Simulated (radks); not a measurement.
Species: the mercury ion Hg+. Configuration: [Xe] 4f14 5d10 6s1.

All-electron calculation, scalar-relativistic Kohn-Sham, BLYP, spin-polarised, spherical densities, finite nucleus; open shells are filled with parallel spins first (spin-orbit coupling, left out, can overturn this in heavy ions); Fermi nuclear charge, rms radius 5.4648 fm. Program: a radial shooting solver on a logarithmic mesh with Libxc functionals.

Energy parts (eV):
total: -533849.69
kinetic: 598927.69
electron-nucleus: -1328890.87
Hartree: 206209.37
exchange-correlation: -10095.88

Orbitals (lengths in bohr, moments of r in powers of bohr; r(max) is where P^2 peaks):
| orbital | occ. | eigenvalue (eV) | r(max) |
|---|---|---|---|
| 1s up | 1 | -83152.67 | 0.01023 |
| 1s down | 1 | -83152.65 | 0.01023 |
| 2s up | 1 | -14746.01 | 0.05915 |
| 2s down | 1 | -14746.01 | 0.05915 |
| 2p up | 3 | -12722.17 | 0.04906 |
| 2p down | 3 | -12722.16 | 0.04906 |
| 3s up | 1 | -3505.944 | 0.1668 |
| 3s down | 1 | -3505.933 | 0.1668 |
| 3p up | 3 | -2920.915 | 0.1664 |
| 3p down | 3 | -2920.904 | 0.1664 |
| 3d up | 5 | -2304.015 | 0.1355 |
| 3d down | 5 | -2304.006 | 0.1355 |
| 4s up | 1 | -777.5168 | 0.3757 |
| 4s down | 1 | -777.5001 | 0.3757 |
| 4p up | 3 | -585.6298 | 0.3957 |
| 4p down | 3 | -585.6105 | 0.3957 |
| 4d up | 5 | -357.6055 | 0.4027 |
| 4d down | 5 | -357.5828 | 0.4027 |
| 5s up | 1 | -127.1206 | 0.8272 |
| 5s down | 1 | -127.0884 | 0.8273 |
| 4f up | 7 | -104.8079 | 0.3664 |
| 4f down | 7 | -104.7826 | 0.3664 |
| 5p up | 3 | -75.5121 | 0.9277 |
| 5p down | 3 | -75.4552 | 0.9277 |
| 5d up | 5 | -18.8130 | 1.164 |
| 5d down | 5 | -18.5376 | 1.161 |
| 6s up | 1 | -15.0475 | 2.148 |
| 6s down | 0 | -14.4049 | 2.144 |

The highest occupied level is 6s up at -15.048 eV. The density falls to 0.001 e/bohr^3 at r = 3.90 bohr.
